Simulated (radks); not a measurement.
Values are calculated unless marked as measured or tabulated.
Spherical quantum dot in the effective-mass picture: electrons in a hard-walled sphere of radius 12.9, with a point charge +1 (a donor) at the centre, all in effective atomic units (hartree* = m*/eps^2 hartree, bohr* = eps/m* bohr), one dielectric constant everywhere. Level of theory: non-relativistic Kohn-Sham, PBEsol, spin-polarised, spherical densities (a radial shooting solver with Libxc functionals). Levels are named by radial order and angular momentum (1s, 1p, 1d, 2s, ...), and open shells are averaged over m.

N = 3, configuration 1s2 2s(up 1, down 0). This is the lowest configuration that the search found (a dilute case). Occupied levels:

level,occupation,eigenvalue (hartree*),<r> (bohr*)
1s up,1,0.14908,2.678
1s down,1,0.17477,4.060
2s up,1,0.19683,7.791

Energy (hartree*): total -0.352566, kinetic 0.56163, external -1.4545, Hartree 1.0140, exchange-correlation -0.47373.
